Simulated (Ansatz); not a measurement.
The same path of a periodic cell of 17 atoms, Be$_{16}$H (host Be, host structure hcp, interstitial H) was run twice with different band settings.

Level of theory: DFT PBE, scalar-relativistic, plane waves, PAW in Ansatz 0.2.0. Settings: cutoff 420 eV, k mesh 5x5x3, fermi-dirac smearing 0.15 eV, no spin polarisation.

Relaxed end points:

```xyz
17
Lattice="-2.2900 -3.9664 0.0000 3.4350 -1.9832 0.0000 0.0000 0.0000 7.1769" Properties=species:S:1:pos:R:3
Be -0.013 -3.957 -0.016
Be 0.039 -2.626 1.769
Be 0.028 -3.981 3.613
Be 0.008 -2.643 5.381
Be -1.146 -1.977 0.004
Be 2.289 -2.640 1.791
Be -1.146 -1.941 3.616
Be 2.287 -2.640 5.405
Be 1.152 -1.985 -0.020
Be 1.150 -0.699 1.769
Be 1.152 -1.984 3.594
Be 1.151 -0.664 5.381
Be -0.004 0.002 0.004
Be 1.120 -4.611 1.773
Be -0.032 -0.016 3.616
Be 1.162 -4.635 5.400
H -1.141 -3.301 2.690
```

```xyz
17
Lattice="-2.2900 -3.9664 0.0000 3.4350 -1.9832 0.0000 0.0000 0.0000 7.1769" Properties=species:S:1:pos:R:3
Be 0.025 -3.980 -0.023
Be 0.034 -2.624 1.821
Be -0.018 -3.955 3.606
Be 0.004 -2.643 5.386
Be -1.150 -1.940 -0.026
Be 2.283 -2.639 1.800
Be -1.151 -1.976 3.586
Be 2.283 -2.639 5.362
Be 1.147 -1.983 -0.004
Be 1.145 -0.697 1.821
Be 1.148 -1.983 3.611
Be 1.147 -0.664 5.386
Be -0.038 -0.015 -0.025
Be 1.115 -4.609 1.818
Be -0.009 0.004 3.586
Be 1.158 -4.634 5.366
H -1.149 -3.301 0.896
```

Common settings: climbing image yes; optimiser quadratic models (default); end points relaxed.

| run | movable images | spring | start path | force threshold | iteration limit |
| --- | --- | --- | --- | --- | --- |
| 1 | 5 | 2.0 eV/Å² | straight line | 0.03 eV/Å | 11 |
| 2 | 3 | 5.0 eV/Å² | default | 0.05 eV/Å | 10 |

Q: What does each run give, and how far can it be trusted?

A: Run 1: converged after 4 iterations, highest image 0.479 eV above the first end. The order of the stationary point at the top wasn't checked.
Run 2: converged after 3 iterations, highest image 0.479 eV above the first end. The order of the stationary point at the top wasn't checked.
Limits of this set-up: coarse k mesh, odd electron count without spin.
